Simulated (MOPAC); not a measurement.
Input file for MOPAC: PM7 on C4H10 (a complex).

```
PM7 1SCF PRECISE CHARGE=0 THREADS=1
C4H10

C     -0.15336261 1     0.00769633 1     0.50165237 1
H     -1.19013570 1    -0.28098279 1     0.67117917 1
H      0.23125696 1    -0.51924718 1    -0.37070525 1
H     -0.10186628 1     1.08184932 1     0.32642937 1
H      0.44208083 1    -0.24752226 1     1.37654743 1
C      0.89516354 1    -1.01035035 1     4.32115939 1
C      0.50851041 1     0.25721439 1     4.38743214 1
C     -0.86650011 1     0.75581942 1     4.07704621 1
H      0.20902017 1    -1.79697302 1     4.02706560 1
H      1.90857027 1    -1.30833609 1     4.55730526 1
H      1.23330404 1     1.01050764 1     4.68562873 1
H     -0.84360380 1     1.48181507 1     3.25952416 1
H     -1.53106282 1    -0.05959775 1     3.78921749 1
H     -1.30181945 1     1.26694024 1     4.94048424 1
```

Output:

```
*******************************************************************************
 **                                                                           **
 **                              MOPAC v23.2.5                                **
 **                                                                           **
 *******************************************************************************
 ** MOPAC's Digital Object Identifier: https://doi.org/10.5281/zenodo.6511958 **
 **                                                                           **
 ** Please cite the open-source release paper for use of this MOPAC version:  **
 ** J. E. Moussa and J. J. P. Stewart (2026)                                  **
 ** MOPAC: An open-source semiempirical molecular orbital program             **
 ** J. Open Source Softw., 11(119), 8025, https://doi.org/10.21105/joss.08025 **
 *******************************************************************************

                              PM7 CALCULATION RESULTS

 *******************************************************************************
 *  PM7        - The PM7 Hamiltonian to be used
 *
 *
 *
 *                 CHARGE ON SYSTEM = 0
 *
 *
 *
 *  PRECISE    - TIGHTER CRITERIA TO BE USED
 *  1SCF       - DO 1 SCF AND THEN STOP
 *  THREADS=1  - MULTI-THREADING NOT USED
 *  T=         - A TIME OF 172800.0 SECONDS REQUESTED
 *  DUMP=N     - RESTART FILE WRITTEN EVERY 7200.0 SECONDS REQUESTED
 *******************************************************************************
PM7 1SCF PRECISE CHARGE=0 THREADS=1
 C4H10

   ATOM   CHEMICAL          X               Y               Z
  NUMBER   SYMBOL      (ANGSTROMS)     (ANGSTROMS)     (ANGSTROMS)

     1       C         -0.15336261  *   0.00769633  *   0.50165237  *
     2       H         -1.19013570  *  -0.28098279  *   0.67117917  *
     3       H          0.23125696  *  -0.51924718  *  -0.37070525  *
     4       H         -0.10186628  *   1.08184932  *   0.32642937  *
     5       H          0.44208083  *  -0.24752226  *   1.37654743  *
     6       C          0.89516354  *  -1.01035035  *   4.32115939  *
     7       C          0.50851041  *   0.25721439  *   4.38743214  *
     8       C         -0.86650011  *   0.75581942  *   4.07704621  *
     9       H          0.20902017  *  -1.79697302  *   4.02706560  *
    10       H          1.90857027  *  -1.30833609  *   4.55730526  *
    11       H          1.23330404  *   1.01050764  *   4.68562873  *
    12       H         -0.84360380  *   1.48181507  *   3.25952416  *
    13       H         -1.53106282  *  -0.05959775  *   3.78921749  *
    14       H         -1.30181945  *   1.26694024  *   4.94048424  *



          CARTESIAN COORDINATES

    NO.       ATOM           X           Y           Z

     1         C         -0.1534      0.0077      0.5017
     2         H         -1.1901     -0.2810      0.6712
     3         H          0.2313     -0.5192     -0.3707
     4         H         -0.1019      1.0818      0.3264
     5         H          0.4421     -0.2475      1.3765
     6         C          0.8952     -1.0104      4.3212
     7         C          0.5085      0.2572      4.3874
     8         C         -0.8665      0.7558      4.0770
     9         H          0.2090     -1.7970      4.0271
    10         H          1.9086     -1.3083      4.5573
    11         H          1.2333      1.0105      4.6856
    12         H         -0.8436      1.4818      3.2595
    13         H         -1.5311     -0.0596      3.7892
    14         H         -1.3018      1.2669      4.9405

 General Reference for PM7:
 "Optimization of Parameters for Semiempirical Methods VI: More Modifications to the
 NDDO Approximations and Re-optimization of Parameters", J. J. P. Stewart, J. Mol. Mod., 1:32, 19 (2013)
 https://link.springer.com/article/10.1007/s00894-012-1667-x

           Empirical Formula: C4 H10  =    14 atoms



      MOLECULAR POINT GROUP   :   C1


      RHF CALCULATION, NO. OF DOUBLY OCCUPIED LEVELS = 13


 -------------------------------------------------------------------------------
 PM7 1SCF PRECISE CHARGE=0 THREADS=1
 C4H10



     1SCF WAS SPECIFIED, SO BFGS WAS NOT USED
     SCF FIELD WAS ACHIEVED


                              PM7 CALCULATION
                                                       MOPAC v23.2.5 Linux




          FINAL HEAT OF FORMATION =        -10.58421 KCAL/MOL =     -44.28435 KJ/MOL


          COSMO AREA              =        132.52 SQUARE ANGSTROMS
          COSMO VOLUME            =        117.32 CUBIC ANGSTROMS

          IONIZATION POTENTIAL    =         10.189149 EV
          HOMO LUMO ENERGIES (EV) =        -10.189  1.159
          NO. OF FILLED LEVELS    =         13
          MOLECULAR WEIGHT        =         58.1230         POINT GROUP:  C1

          MOLECULAR DIMENSIONS (Angstroms)

            Atom       Atom       Distance
            H    14    H     3     5.80943
            H    10    H     4     4.56965
            H    13    H    11     2.80319


          SCF CALCULATIONS        =          1





   ATOM   CHEMICAL          X               Y               Z
  NUMBER   SYMBOL      (ANGSTROMS)     (ANGSTROMS)     (ANGSTROMS)

     1       C         -0.15336261  *   0.00769633  *   0.50165237  *
     2       H         -1.19013570  *  -0.28098279  *   0.67117917  *
     3       H          0.23125696  *  -0.51924718  *  -0.37070525  *
     4       H         -0.10186628  *   1.08184932  *   0.32642937  *
     5       H          0.44208083  *  -0.24752226  *   1.37654743  *
     6       C          0.89516354  *  -1.01035035  *   4.32115939  *
     7       C          0.50851041  *   0.25721439  *   4.38743214  *
     8       C         -0.86650011  *   0.75581942  *   4.07704621  *
     9       H          0.20902017  *  -1.79697302  *   4.02706560  *
    10       H          1.90857027  *  -1.30833609  *   4.55730526  *
    11       H          1.23330404  *   1.01050764  *   4.68562873  *
    12       H         -0.84360380  *   1.48181507  *   3.25952416  *
    13       H         -1.53106282  *  -0.05959775  *   3.78921749  *
    14       H         -1.30181945  *   1.26694024  *   4.94048424  *

                             CARTESIAN COORDINATES

   1    C       -0.153362610     0.007696330     0.501652370
   2    H       -1.190135700    -0.280982790     0.671179170
   3    H        0.231256960    -0.519247180    -0.370705250
   4    H       -0.101866280     1.081849320     0.326429370
   5    H        0.442080830    -0.247522260     1.376547430
   6    C        0.895163540    -1.010350350     4.321159390
   7    C        0.508510410     0.257214390     4.387432140
   8    C       -0.866500110     0.755819420     4.077046210
   9    H        0.209020170    -1.796973020     4.027065600
  10    H        1.908570270    -1.308336090     4.557305260
  11    H        1.233304040     1.010507640     4.685628730
  12    H       -0.843603800     1.481815070     3.259524160
  13    H       -1.531062820    -0.059597750     3.789217490
  14    H       -1.301819450     1.266940240     4.940484240


           Empirical Formula: C4 H10  =    14 atoms



      MOLECULAR POINT GROUP   :   C1


                  EIGENVALUES
 -28.05059 -24.86069 -24.03141 -19.17533 -16.17435 -14.46770 -14.40841 -13.64564
 -13.63326 -13.56309 -12.84638 -11.97899 -10.18915   1.15922   4.36141   5.34849
   5.64449   5.91702   5.94105   5.95051   6.00938   6.08297   6.45283   6.65004
   6.90142   7.45708


              NET ATOMIC CHARGES AND DIPOLE CONTRIBUTIONS

  ATOM NO.   TYPE          CHARGE      No. of ELECS.   s-Pop       p-Pop
    1          C          -0.606533        4.6065     1.04736     3.55917
    2          H           0.149097        0.8509     0.85090
    3          H           0.151055        0.8489     0.84895
    4          H           0.149054        0.8509     0.85095
    5          H           0.157012        0.8430     0.84299
    6          C          -0.349020        4.3490     1.09546     3.25356
    7          C          -0.091974        4.0920     1.08599     3.00598
    8          C          -0.450405        4.4504     1.04731     3.40309
    9          H           0.146913        0.8531     0.85309
   10          H           0.146156        0.8538     0.85384
   11          H           0.134571        0.8654     0.86543
   12          H           0.156175        0.8438     0.84382
   13          H           0.152636        0.8474     0.84736
   14          H           0.155263        0.8447     0.84474
 DIPOLE           X         Y         Z       TOTAL
 POINT-CHG.    -0.270     0.412    -0.003     0.492
 HYBRID        -0.079     0.029    -0.023     0.087
 SUM           -0.348     0.441    -0.026     0.563


          ATOMIC ORBITAL ELECTRON POPULATIONS

     Atom    s        px        py        pz
    1  C   1.04736   1.18616   1.18429   1.18872
    2  H   0.85090
    3  H   0.84895
    4  H   0.85095
    5  H   0.84299
    6  C   1.09546   1.12751   1.05735   1.06871
    7  C   1.08599   1.00419   1.03401   0.96778
    8  C   1.04731   1.06847   1.16459   1.17003
    9  H   0.85309
   10  H   0.85384
   11  H   0.86543
   12  H   0.84382
   13  H   0.84736
   14  H   0.84474

 **********************
 *                    *
 * JOB ENDED NORMALLY *
 *                    *
 **********************




 == MOPAC DONE ==
```

The run finished.

Cost: very roughly 0.03 core-seconds.
